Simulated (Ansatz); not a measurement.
TaO2⁺. The state is a triplet with charge 1. Geometry PBE0-D4/def2-TZVP, that of the neutral doublet; atoms count from 1.

```xyz
3

Ta   -0.001    0.496    0.486
O    -0.995   -0.905    0.426
O     0.996    0.409   -0.912
```

In the def2 sets Ta takes a core potential; there is no spin–orbit coupling. At PBE0-D4/def2-TZVP a singlet of charge 1 lies 1.75 eV below the triplet, each at its own geometry. The structure comes from a short search, and lower isomers may exist.

Q: Estimate the Mulliken populations from the PBE0/def2-TZVP orbitals of Ansatz.

A: 
| atom | charge (e) | spin (α − β) | d electrons |
| --- | --- | --- | --- |
| Ta1 | 1.42 | 0.84 | 2.74 |
| O2 | -0.21 | 0.58 | – |
| O3 | -0.21 | 0.58 | – |
Mulliken values depend strongly on the basis.

Q: Where does the spin sit?

A: Summed by element: Ta 0.84, O 1.16, of 2 unpaired in all. Largest on single atoms: Ta1 0.84, O2 0.58, O3 0.58.

Q: And the Mayer bond orders between heavy atoms (over 0.3)?

A: Ta1–O2 1.91 (1.72 Å); Ta1–O3 1.91 (1.72 Å).
